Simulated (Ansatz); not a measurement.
`[CH3][AlH][N]=C=O` → `O=C=[N][AlH2]` + `[CH2]` (triplet) at 298.15 K and 1 bar (formal loss of a carbene).

Computed with Ansatz on PBE0-D4/def2-TZVP structures; ΔE is electronic, products minus reactants. CBS: MP2 limit from def2 TZ/QZ plus the TZ coupled-cluster correction, frozen cores. This one scheme is used for every species. Triplets are unrestricted, without spin–orbit coupling. Each species was taken in one conformer, which may not be the lowest.

```tsv
species	CCSD(T)/CBS energy (Eh)	H − E (kJ/mol)	S (J/(mol·K))
`[CH3][AlH][N]=C=O`	-450.45557	168.2	367.1
`O=C=[N][AlH2]`	-411.17628	86.9	299.3
`[CH2]` (triplet)	-39.09499	55.4	195.3
```

H − E and S are ideal-gas, rigid-rotor, harmonic terms from PBE0-D4/def2-TZVP, for one conformer and one mirror image of each species, with the whole ground term of open shells counted as degenerate. 1 Eh = 2625.50 kJ/mol, R = 8.31446 J/(mol·K).

**Question.** By hand: ΔE, ΔH, ΔS and ΔG.

**Answer.** ΔE = (-411.17628) + (-39.09499) − (-450.45557) = 0.18430 Eh = 483.9 kJ/mol. Δ(H − E) = 86.9 + 55.4 − 168.2 = -25.9, so ΔH = 458.0 kJ/mol. ΔS = 299.3 + 195.3 − 367.1 = 127.5 J/(mol·K). ΔG = 458.0 − 298.15 × (127.5)/1000 = 420.0 kJ/mol.

**Question.** By hand: the equilibrium constant, and the temperature at which ΔG would vanish if ΔH and ΔS stayed fixed.

**Answer.** log₁₀ K = −ΔG/(RT ln 10) = -73.6. ΔG = 0 at ΔH/ΔS = 3592 K, far beyond where these terms or the molecules hold.

The number of gas molecules changes by +1, which sets the sign of ΔS. A doubt of 5 kJ/mol in ΔE shifts log₁₀ K by 0.9 here. Other conformers and mirror images would add mixing entropy, several J/(mol·K) or more a flexible species. Modes under 60 cm⁻¹, often nearly free rotors, make the harmonic entropy too high. A triplet takes part, so the spin changes. These are equilibria of isolated gas molecules and say nothing of rates. Largest T1 diagnostic: 0.016 (customary marks: 0.02 for closed shells, 0.045 for open ones).
